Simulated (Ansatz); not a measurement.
`[OH][GeH2][GeH3]` + `O[Si](F)(Cl)Cl` → `F[Si](Cl)(Cl)[O][GeH3]` + `[OH][GeH3]` at 600 K and 1 bar (cleavage of the Ge–Ge bond).

Computed with Ansatz on PBE0-D4/def2-TZVP structures; ΔE is electronic, products minus reactants. CCSD(T)/CBS adds triple-zeta CCSD(T) − MP2 to the extrapolated MP2 energy (def2 sets, frozen cores). For Ge outer-core shells are correlated without core-valence functions, which leaves a few kJ/mol of doubt a bond. Scalar relativity is left out up to krypton. Each species was taken in one conformer, which may not be the lowest.

| species | CCSD(T)/CBS energy (Eh) | H − E (kJ/mol) | S (J/(mol·K)) |
| --- | --- | --- | --- |
| `[OH][GeH2][GeH3]` | -4231.02019 | 196.7 | 436.0 |
| `O[Si](F)(Cl)Cl` | -1384.43664 | 106.2 | 413.2 |
| `F[Si](Cl)(Cl)[O][GeH3]` | -3461.76595 | 164.0 | 526.9 |
| `[OH][GeH3]` | -2153.69723 | 132.5 | 324.6 |

H − E and S are ideal-gas, rigid-rotor, harmonic terms from PBE0-D4/def2-TZVP, for one conformer and one mirror image of each species. 1 Eh = 2625.50 kJ/mol, R = 8.31446 J/(mol·K).

**Question.** By hand: ΔE, ΔH, ΔS and ΔG.

**Answer.** ΔE = (-3461.76595) + (-2153.69723) − (-4231.02019) − (-1384.43664) = -0.00635 Eh = -16.7 kJ/mol. Δ(H − E) = 164.0 + 132.5 − 196.7 − 106.2 = -6.4, so ΔH = -23.1 kJ/mol. ΔS = 526.9 + 324.6 − 436.0 − 413.2 = 2.3 J/(mol·K). ΔG = -23.1 − 600 × (2.3)/1000 = -24.5 kJ/mol.

**Question.** By hand: the equilibrium constant, and the temperature at which ΔG would vanish if ΔH and ΔS stayed fixed.

**Answer.** log₁₀ K = −ΔG/(RT ln 10) = 2.1. ΔH and −TΔS have one sign here, so there is no such temperature. One of them is within its doubt of zero, so this could turn.

The number of gas molecules stays the same, so ΔS is small and ΔH decides. A doubt of 5 kJ/mol in ΔE shifts log₁₀ K by 0.4 here. Other conformers and mirror images would add mixing entropy, several J/(mol·K) or more a flexible species. Modes under 60 cm⁻¹, often nearly free rotors, make the harmonic entropy too high. These are equilibria of isolated gas molecules and say nothing of rates. Largest T1 diagnostic: 0.012 (customary marks: 0.02 for closed shells, 0.045 for open ones).
